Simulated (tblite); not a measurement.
Species: C4H5FO2.
Atom-mapped SMILES: `[CH3:1][O:2][C:3](=[O:4])/[CH:5]=[CH:6]/[F:7]` (hydrogens: H8, H9, H10 on C1; H11 on C5; H12 on C6)

Computed with GFN2-xTB (tblite), gas phase: nudged elastic band of 9 images (0 to 8), spring 0.2 eV/Å², climbing image at the end, force threshold 0.05 eV/Å. No saddle search or frequency run followed, so the top image need not be a first-order saddle, and its height can exceed the method's true barrier by a kcal/mol or more.

The band describes a rotation about C3–O2 (ester carbonyl carbon, ester single-bonded oxygen), followed by the dihedral C5–C3–O2–C1, from the optimised start (180°) to a second optimised geometry at 0°.

**Question.** Give the energy profile along the converged band.

**Answer.** 
| image | dihedral (°) | E (kJ/mol) | C3–O2 (Å) | C5···C1 (Å) | largest true force (eV/Å) |
| --- | --- | --- | --- | --- | --- |
| 0 | 180 | 0.00 | 1.338 | 3.64 | 0.01 |
| 1 | -168 | 3.24 | 1.339 | 3.62 | 0.07 |
| 2 | -149 | 17.24 | 1.344 | 3.55 | 0.18 |
| 3 | -121 | 44.27 | 1.360 | 3.39 | 0.18 |
| 4 | -88 | 59.84 | 1.373 | 3.15 | 0.02 |
| 5 | -54 | 49.59 | 1.353 | 2.99 | 0.14 |
| 6 | -26 | 39.09 | 1.342 | 2.90 | 0.06 |
| 7 | -12 | 32.94 | 1.341 | 2.83 | 0.05 |
| 8 | 0 | 30.29 | 1.340 | 2.83 | 0.01 |

Barriers of this band. The top is image 4 at -88°: 59.84 kJ/mol forward and 29.55 kJ/mol back; the end lies 30.29 kJ/mol above the start. The central bond is 0.035 Å longer at the top than at the start.

Other torsions move too; by image: O2–C3–C5–C6 (180, 168, 163, 171, 180, 174, 167, 171, 180°).

**Question.** What rate follows at 200 K for crossing this barrier forward?

**Answer.** Taking the electronic barrier for the free energy of activation (no zero-point or entropy terms, transmission 1), rate = (kT/h)·exp(−ΔE/kT) ≈ 1 × 10^-3 s⁻¹, whose inverse is 1 × 10^3 s. An error of 1 kcal/mol in the barrier changes this by a factor of 12, and the method and the loose band can each miss by that much or more.

**Question.** How would the two end points share their population at 200 K, from these energies alone?

**Answer.** exp(−ΔE/kT) with ΔE = 0.314 eV gives 1.2e-08 for the higher one (end) against 1 for the lower, without vibrational, rotational or degeneracy terms.

What follows is the cost of the whole band run. On an Intel Xeon 6975P-C with one thread, no GPU, shared host, this took 2.2 s and 0.18 GiB of memory at its peak.
